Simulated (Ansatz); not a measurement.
One change: `Cc1ccc(C(=O)Cl)cc1` becomes `O=C(Cl)c1ccc(Cl)cc1`.

Ansatz, PBE0-D4/def2-TZVP geometries, multiplicity 1. Each molecule was computed in one conformer, which needn't be the lowest.

```csv
property,`Cc1ccc(C(=O)Cl)cc1`
size of the dipole moment (ωB97M-V/def2-TZVPP) / D,4.39
LUMO energy (PBE0/def2-TZVPP) / eV,-2.02
size of the dipole moment (B3LYP/def2-TZVPP) / D,4.56
HOMO–LUMO gap (ωB97M-V/def2-TZVPP) / eV,9.73
LUMO energy (ωB97M-V/def2-TZVPP) / eV,0.03
HOMO energy (ωB97M-V/def2-TZVPP) / eV,-9.70
```

**Question.** Give the same properties after the change, and the shifts. (Best estimate.)

**Answer.** Computed: 
```csv
property,`O=C(Cl)c1ccc(Cl)cc1`,shift
size of the dipole moment (ωB97M-V/def2-TZVPP) / D,2.29,-2.10
LUMO energy (PBE0/def2-TZVPP) / eV,-2.35,-0.33
size of the dipole moment (B3LYP/def2-TZVPP) / D,2.49,-2.07
HOMO–LUMO gap (ωB97M-V/def2-TZVPP) / eV,9.49,-0.24
LUMO energy (ωB97M-V/def2-TZVPP) / eV,-0.31,-0.34
HOMO energy (ωB97M-V/def2-TZVPP) / eV,-9.80,-0.10
```

With PBE0 the HOMO falls by 0.12 eV and the LUMO falls by 0.33 eV, so the gap narrows by about 0.21 eV. PBE moves the HOMO by -0.06 eV and ωB97M-V by -0.10 eV. Dipoles are sizes alone; their direction can turn.

Positive LUMOs are unbound, so they and the gaps depend on the basis.

B3LYP here is the variant with VWN-RPA as its local correlation; programs differ in this.
